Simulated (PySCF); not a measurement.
C₂H₇FSi₂, SMILES F[SiH2]/C=C/[SiH3].

Coordinates come from a B3LYP-D3(BJ)/def2-SVP optimisation. The structure was generated by enumeration; whether it is a known compound was not checked. One conformer was computed; it need not be the lowest.

Calculation: PBE0/def2-TZVP (PySCF).

Gas-phase values at a fixed geometry.

* **total energy**: -758.93277 hartree
* **highest occupied level**: -8.39 eV
* **lowest empty level**: -1.44 eV
* **orbital gap**: 6.95 eV
* **dipole moment**: 1.58 D
* **quadrupole, principal values (traceless, Buckingham form, about the centre of nuclear charge)**: -7.48, 2.21, 5.28 D·Å
* **mean static polarisability**: 77.9 bohr³ (11.54 Å³)
* **polarisability, principal values**: 59.4, 68.5, 105.8 bohr³
